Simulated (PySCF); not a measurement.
**Two-dimensional NMR puzzle**

Compound of formula C3H10F3NSi2. Correlations simulated from computed shifts and the bond graph:

HSQC (one-bond C–H):
```
  δH    δC
3.06  42.4
```

HMBC (two and three bonds, from the bond graph):
```
  δH                 δC
4.09  141.8, 42.4, 31.5
3.06        141.8, 31.5
```

Carbons without hydrogens: δ 141.8, 31.5.

- structure optimised with GFN2-xTB
- GIAO PBE0/pcSseg-1 shieldings
- code: PySCF 2.14
- one conformer, one averaged value for each set of equivalent atoms, no relativistic terms, isolated molecule

Scale: TMS for $^{1}$H, $^{13}$C (reference shieldings calculated alike).

Exchangeable hydrogens are left out of these lists.

Question: Work out the connectivity.

Answer: `[SiH3]C(CN)([SiH3])C(F)(F)F`.

Structure with atom numbers: `[NH2:1][CH2:2][C:3]([SiH3:4])([SiH3:5])[C:6]([F:7])([F:8])[F:9]`. Each H is labelled by its parent atom.

δC 141.8 is C6, a CF3 carbon. δC 42.4 is C2, an sp3 CH2 bonded to N (δH 3.06). δC 31.5 is C3, a fully substituted sp3 carbon bonded to 2 Si. HMBC from δH 4.09 reaches the proton-free carbons C6, C3. HMBC from δH 3.06 reaches the proton-free carbons C6, C3.

This is the structure that produced the data.

OH and NH positions are those of a molecule without intermolecular hydrogen bonds; in solution they move with solvent, concentration and temperature, and exchange usually removes their couplings. Shifts are as computed. Against solution values, carbons near 30 ppm lie about +3 ppm off and those near 130 ppm about +5 ppm. Of 1211 compounds with measured shifts, 218 miss one by over three times the rms of a fit or turn the order of signals round; such compounds aren't used in these exercises.
